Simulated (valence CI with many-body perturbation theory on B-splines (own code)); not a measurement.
**E1 transitions of Co¹⁴⁺**

Method: valence CI with perturbative core correlation (CI+MBPT): three valence electrons over a frozen Dirac-Fock core [Ne], radial functions for each j: 11 s, 11 p, 10 d, 8 f, 5 g, 2 h, with the one-electron correlation potential Σ1, the two-electron term Σ2, the three-electron term Σ3, Breit, model QED; selected CI, second order for the rest, scaled by the run's own slope (own B-spline code, finite nucleus).

No measured spectrum was set against this ion. As an estimate, levels of excited configurations hold to 0.05 to 0.15 % of their energy, terms of the ground configuration to about 0.5 %.

Lines 151 to 200 of 587 in falling wavelength, among levels below 258.01 eV, chosen from the strongest by gf and those to the six lowest levels. Wavelengths and rates use the calculated energies, so an error of 300 cm⁻¹ moves a line at 277.8 Å by 0.083 % and its rate by three times that or more. Electric multipoles are in the length gauge with retardation, E1 and E2 with the static RPA response of the core. Weak lines are less certain than strong ones. Lines between different terms over intervals too small for the method are left out, as are lines whose strength nearly cancels. Where a level lies close to another of its J and parity, the split of strength between their lines is uncertain. The highest levels of a list are the least certain.

Names give the largest LS component (configuration and term), which can be under half, so a name can repeat, a term be missing and a line seem to break the LS rules; names also repeat where a configuration has a term twice. Letters in brackets count levels of one name in rising energy.

```csv
λ vac (Å),Upper,Lower,A (s⁻¹),S (a.u.)
277.8,3p.3d2 2D°_5/2 [c],3s.3d2 2F_7/2,9.28e+09,5.89e-01
277.7,3p2.3d 2F_5/2 [b],3s.3p.3d 2F°_7/2 [a],3.28e+09,2.08e-01
277.3,3p.3d2 2P°_3/2 [b],3s.3d2 2D_5/2,3.92e+09,1.65e-01
277.1,3p2.3d 2D_3/2 [c],3s.3p.3d 2F°_5/2 [b],1.03e+10,4.34e-01
276.8,3p.3d2 4D°_1/2 [b],3s.3d2 4F_3/2,1.19e+10,2.50e-01
276.8,3p3 2D°_5/2,3s.3p2 4P_5/2,1.42e+08,8.88e-03
276.0,3d3 2F_7/2,3p.3d2 2D°_5/2 [c],1.70e+10,1.41e+00
276.0,3d3 2F_5/2,3p.3d2 2D°_3/2 [c],1.65e+10,1.03e+00
276.0,3p.3d2 2D°_3/2 [c],3s.3d2 2F_5/2,8.84e+09,3.67e-01
275.8,3d3 2H_11/2,3p.3d2 2G°_9/2 [b],2.73e+10,3.39e+00
275.2,3p2.3d 2D_5/2 [a],3s.3p.3d 2F°_7/2 [a],1.06e+10,6.52e-01
274.7,3p2.3d 4P_1/2,3s.3p.3d 4P°_3/2,1.21e+10,2.47e-01
274.3,3s.3p.3d 4F°_3/2,3s.3p2 2D_3/2,1.17e+08,4.78e-03
273.6,3p.3d2 2F°_5/2 [c],3s.3d2 2G_7/2,1.07e+10,6.48e-01
273.3,3p2.3d 4P_3/2,3s.3p.3d 4D°_5/2,7.82e+09,3.15e-01
272.9,3p2.3d 2D_3/2 [c],3s.3p.3d 2P°_1/2 [a],1.38e+10,5.54e-01
272.7,3p2.3d 4P_5/2 [b],3s.3p.3d 4D°_7/2,7.12e+09,4.28e-01
272.7,3s.3p.3d 2F°_7/2 [b],3s2.3d 2D_5/2,2.43e+10,1.95e+00
272.3,3p2.3d 4D_7/2,3s.3p.3d 4F°_9/2,8.28e+09,6.60e-01
272.1,3p.3d2 2G°_9/2 [b],3s.3d2 2G_9/2,6.44e+09,6.40e-01
272.1,3p3 2D°_3/2,3s.3p2 4P_3/2,4.12e+08,1.64e-02
272.0,3p3 2P°_1/2,3s.3p2 2D_3/2,1.34e+10,2.67e-01
271.7,3p2.3d 4P_5/2 [a],3s.3p.3d 4P°_5/2,5.50e+09,3.27e-01
271.6,3s.3p2 2S_1/2,3s2.3p 2P°_3/2,6.76e+08,1.34e-02
271.5,3d3 2G_9/2,3p.3d2 2F°_7/2 [c],2.21e+10,2.19e+00
271.4,3p2.3d 4D_5/2,3s.3p.3d 4F°_7/2,7.97e+09,4.71e-01
271.1,3p2.3d 2F_7/2 [b],3s.3p.3d 2F°_7/2 [a],1.00e+10,7.88e-01
270.6,3p3 2P°_3/2,3s.3p2 2D_5/2,1.02e+10,3.97e-01
270.5,3p.3d2 2H°_9/2,3p2.3d 2F_7/2 [b],2.19e+09,2.14e-01
270.4,3p2.3d 2P_3/2 [b],3s.3p.3d 2F°_5/2 [a],5.68e+09,2.22e-01
270.2,3p3 4S°_3/2,3s.3p2 4P_5/2,1.66e+10,6.48e-01
269.8,3p2.3d 2D_5/2 [b],3s.3p.3d 2P°_3/2 [a],1.83e+10,1.07e+00
269.1,3p2.3d 4D_1/2,3s.3p.3d 4F°_3/2,1.12e+10,2.16e-01
268.5,3p.3d2 2G°_7/2 [b],3s.3d2 2G_7/2,6.23e+09,4.76e-01
268.4,3p3 2P°_3/2,3s.3p2 2D_3/2,1.35e+09,5.16e-02
268.2,3s.3p.3d 2F°_5/2 [b],3s2.3d 2D_3/2,2.50e+10,1.43e+00
266.5,3p2.3d 4D_3/2,3s.3p.3d 4F°_5/2,7.45e+09,2.78e-01
266.1,3p2.3d 4D_5/2,3s.3p.3d 4F°_5/2,4.70e+09,2.62e-01
265.2,3p3 2D°_3/2,3s.3p2 4P_1/2,4.70e+08,1.73e-02
264.8,3p2.3d 4D_7/2,3s.3p.3d 4F°_7/2,3.07e+09,2.25e-01
264.4,3p2.3d 2F_5/2 [b],3s.3p.3d 2F°_5/2 [a],8.92e+09,4.88e-01
263.1,3s.3d2 2D_5/2,3s.3p.3d 2P°_3/2 [b],4.97e+09,2.68e-01
263.1,3p.3d2 2F°_5/2 [a],3p2.3d 2D_3/2 [a],3.56e+09,1.92e-01
262.1,3p3 4S°_3/2,3s.3p2 4P_3/2,1.26e+10,4.48e-01
261.4,3s.3p.4s 2P°_1/2 [b],3s2.4s 2S_1/2,2.90e+10,5.10e-01
261.0,3p.3d2 2F°_7/2 [a],3p2.3d 4P_5/2 [b],2.41e+09,1.69e-01
260.8,3s.3d2 2D_5/2,3s.3p.3d 2D°_3/2 [b],4.61e+09,2.42e-01
260.5,3s.3p.4s 2P°_3/2 [b],3s2.4s 2S_1/2,2.85e+10,9.95e-01
259.9,3s.3d2 2D_3/2,3s.3p.3d 2P°_1/2 [b],6.93e+09,2.40e-01
255.6,3s.3p2 2S_1/2,3s2.3p 2P°_1/2,2.16e+10,3.56e-01
```
